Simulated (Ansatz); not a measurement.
A run on C₄H₁₂Ga₂O, SMILES `[CH3][Ga]([CH3])[O][Ga]([CH3])[CH3]` with other settings.

```yaml
crystal:
  periodic: [false, false, false]
  atoms:
    - {symbol: C, position_ang: [-1.096315, -2.889603, -1.579964]}
    - {symbol: Ga, position_ang: [-0.263144, -1.156587, -1.185047]}
    - {symbol: C, position_ang: [1.001867, -0.144942, -2.308019]}
    - {symbol: O, position_ang: [-0.745094, -0.428501, 0.373555]}
    - {symbol: Ga, position_ang: [-0.160669, 0.914327, 1.396694]}
    - {symbol: C, position_ang: [-1.385170, 1.450804, 2.834085]}
    - {symbol: C, position_ang: [1.615376, 1.663282, 0.984771]}
    - {symbol: H, position_ang: [-1.764505, -3.185653, -0.770967]}
    - {symbol: H, position_ang: [-1.668010, -2.840835, -2.510313]}
    - {symbol: H, position_ang: [-0.334806, -3.663104, -1.709578]}
    - {symbol: H, position_ang: [1.155744, -0.615223, -3.280493]}
    - {symbol: H, position_ang: [1.969602, -0.067062, -1.805661]}
    - {symbol: H, position_ang: [0.637321, 0.872901, -2.467932]}
    - {symbol: H, position_ang: [-2.294168, 0.849518, 2.805966]}
    - {symbol: H, position_ang: [-1.655850, 2.505492, 2.738096]}
    - {symbol: H, position_ang: [-0.910748, 1.327193, 3.811074]}
    - {symbol: H, position_ang: [1.920732, 2.420575, 1.708564]}
    - {symbol: H, position_ang: [2.367325, 0.869946, 0.974667]}
    - {symbol: H, position_ang: [1.610532, 2.117471, -0.009489]}
basis:
  gaussian: {orbitals: aug-cc-pVDZ}
total_charge: -1
magnetization: {spin_polarized: true, initial_magnetization: 1}
hamiltonian: {xc: {name: BHLYP}, dispersion: d3bjatm}
```

```sh
$ ansatz run in.yaml --threads 5 --pin off --events-out ev --progress --plain --max-ram 66560MiB --backend cuda --devices 0, --max-vram 37GiB
```

It prints (some lines left out):

```
Functional definition: BHLYP
3061 factors; their error is unknown
mean field evaluation 1: about -111124.5044 eV, gradient 5.9e1 eV
mean field evaluation 2: about -111120.6302 eV, gradient 6.7e1 eV
mean field evaluation 4: about -111141.0824 eV, gradient 2.4e0 eV
mean field evaluation 8: about -111141.1465 eV, gradient 8.9e-2 eV
mean field evaluation 16: about -111142.2554 eV, gradient 1.3e-3 eV
mean field evaluation 32: about -111142.2554 eV, gradient 4.0e-5 eV
mean field -111142.25542369 eV, -4084.4025518942 hartree, gradient 1.2e-5 eV, S^2 0.750136; 10 other end points of the search recorded, 0 dependent functions left out
reference -111142.25565466 eV, -4084.4025603823 hartree; 54, 53 occupied and 241, 242 virtual orbitals, 3061 factors
Total energy: -111142.82264728 eV, -4084.4233969767 hartree
```

Run time 34 s (5 threads of an AMD EPYC 7R13 on a shared host and a share of an NVIDIA H100 80 GB); peak host memory 1.2 GiB.
